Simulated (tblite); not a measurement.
Species: C4H10FNSi.
Cartesian coordinates in Å at the GFN2-xTB level; atoms count from 1:
```xyz
17
C4H10FNSi angstrom
C      1.9468   -0.0118   -0.9421
C      0.8216    0.2213    0.0589
C      0.0847   -1.0747    0.4126
C     -1.2761   -0.7151    1.0167
Si    -1.7631    0.8768    0.1124
F     -2.8069    0.6667   -1.1053
N     -0.1900    1.1024   -0.5042
H      1.5370   -0.3883   -1.8763
H      2.4785    0.9157   -1.1451
H      2.6549   -0.7371   -0.5491
H      1.2457    0.6630    0.9760
H     -0.0733   -1.6342   -0.5109
H      0.6839   -1.6872    1.0876
H     -1.9802   -1.5362    0.9039
H     -1.1721   -0.5284    2.0852
H     -2.3694    1.9393    0.8976
H      0.1712    1.9397   -0.9279
```

Method: GFN2-xTB as coded in tblite; computed harmonic values from a numerical Hessian at the method's own geometry, unscaled. This tight-binding method is rough: wavenumbers can miss measured ones by several per cent, in bad cases by 10 to 20. Modes of hydrogen on silicon can be 10 to 20 % off. One conformer, not necessarily the lowest.

Harmonic wavenumbers (cm⁻¹): 77.2, 128.4, 184.7, 214.9, 240.0, 307.1, 397.5, 431.0, 486.4, 523.8, 588.5, 668.6, 717.4, 782.6, 817.1, 867.2, 913.0, 934.5, 1002.2, 1032.5, 1053.5, 1094.0, 1147.9, 1160.7, 1195.4, 1261.9, 1284.9, 1304.4, 1320.8, 1362.5, 1404.0, 1478.5, 1489.8, 1493.4, 1499.0, 2334.3, 2821.5, 2974.2, 2986.6, 2994.8, 3019.6, 3025.7, 3038.1, 3039.4, 3490.9.

A = 3894, B = 1554, C = 1302 MHz; mass 119.057 u (most abundant isotopes); point group C1, symmetry number 1.

What is the zero-point energy?

Half the sum of the wavenumbers: 30295 cm⁻¹ = 86.62 kcal/mol.

Entropy at 400 K, 1 bar (ideal gas, RRHO, classical rotation)?

Translation 41.72, rotation 28.98, vibration 28.76: S = 99.5 cal/(mol K).

And Cp and H(400 K) − H(0)?

Cp = 42.12 cal/(mol K), of which vibrations give 34.18 (their classical limit is 45 R = 89.4); H(400 K) − H(0) = 9.66 kcal/mol without the zero-point energy, 6.48 from vibrations.

How do the functions run with temperature in this model?

```tsv
T (K)	S (cal/(mol K))	Cp (cal/(mol K))	H − H(0) (kcal/mol)	G − H(0) (kcal/mol)	ln q(vib)
100	64.0	15.2	1.08	-5.32	0.74
200	77.2	23.9	3.04	-12.41	2.42
300	88.7	33.2	5.89	-20.71	4.32
500	109.7	49.8	14.27	-40.59	8.38
800	136.9	65.8	31.83	-77.72	14.54
1000	152.4	72.7	45.72	-106.69	18.44
```

q(vib) and H(0) count from the zero-point level.

Which modes carry the vibrational entropy at 400 K?

77.2 cm⁻¹: 4.54; 128.4 cm⁻¹: 3.54; 184.7 cm⁻¹: 2.84; 214.9 cm⁻¹: 2.55; 240.0 cm⁻¹: 2.34; 307.1 cm⁻¹: 1.89 cal/(mol K); the other 39 give 11.07 together.

Blend soft modes into free rotors: weight 1/[1 + (100 cm⁻¹/ν̃)⁴] for the oscillator and the rest for a rotor with moment μB/(μ + B), μ = h/(8π²ν), B = 10⁻⁴⁴ kg m². What vibrational entropy results?

27.73 cal/(mol K) in place of 28.76, which changes −T·S at 400 K by +0.41 kcal/mol.

Hindered rotation and anharmonicity are outside this model. Other conformers, if any are populated, would add a mixing term that is left out. The structure is chiral; the term R ln 2 for an equal mix with its mirror image is left out.
